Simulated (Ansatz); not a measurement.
Gas-phase electronic energies from Ansatz, PBE0-D4/def2-TZVP geometries. CCSD(T)/CBS is the MP2 limit (def2-TZVPP, def2-QZVPP) plus CCSD(T) − MP2 in def2-TZVPP, frozen cores. This one scheme is used for every species. For Ge outer-core shells are correlated without core-valence functions, which leaves a few kJ/mol of doubt a bond. Scalar relativity is left out up to krypton.

Reaction (cleavage of the Si–B bond): `B[SiH2][GeH3]` + H–F → `F[SiH2][GeH3]` + BH₃

`B[SiH2][GeH3]`:

Z-matrix (Å, degrees):
```
Si
Ge 1 2.400
B 1 1.985 2 101.7
H 1 1.488 2 107.0 3 -121.5
H 1 1.488 2 107.0 3 121.5
H 2 1.538 1 109.7 3 179.5
H 2 1.538 1 110.8 3 59.7
H 2 1.538 1 110.8 3 -60.7
H 3 1.196 1 120.8 2 86.7
H 3 1.196 1 120.8 2 -86.8
```

H–F:

```xyz
2

F    -0.080   -0.059   -0.449
H     0.080    0.059    0.449
```

`F[SiH2][GeH3]`:

Z-matrix (Å, degrees):
```
Si
Ge 1 2.380
F 1 1.606 2 109.6
H 1 1.485 2 111.2 3 -119.0
H 1 1.486 2 111.2 3 119.0
H 2 1.539 1 108.9 3 179.7
H 2 1.536 1 110.9 3 60.3
H 2 1.536 1 110.9 3 -60.9
```

BH₃:

Cartesian coordinates in Å:
```
B 0.000 0.000 0.000
H -1.091 0.309 0.372
H 0.638 0.754 -0.670
H 0.453 -1.063 0.298
```

```tsv
species	CCSD(T)/CBS(def2) energy (Eh)
`B[SiH2][GeH3]`	-2394.14795
H–F	-100.39570
`F[SiH2][GeH3]`	-2468.03899
BH₃	-26.55200
```

Question: Work out ΔE.

Answer: ΔE = (-2468.03899) + (-26.55200) − (-2394.14795) − (-100.39570) = -0.04734 Eh = -29.7 kcal/mol.

Largest T1 diagnostic among the species: 0.013.

The D4 term adds +1.4 kcal/mol with B3LYP and +0.8 kcal/mol with PBE0; it sums over pairs of atoms, weighted by their polarisabilities, and B3LYP, whose exchange is more repulsive, gets the larger term. At CCSD(T), def2-SVP lies +1.8 kcal/mol from the extrapolated value and def2-TZVPP +0.1 kcal/mol. Leaving LDA and LC-ωPBE aside and taking each functional with its dispersion term where it has one, the values, not all of them listed here, spread over 9.1 kcal/mol, from BHLYP-D4 to revPBE-D4. LDA lies +1.7 kcal/mol from PBE without D4.

B3LYP here is the variant with VWN-RPA as its local correlation; programs differ in this.
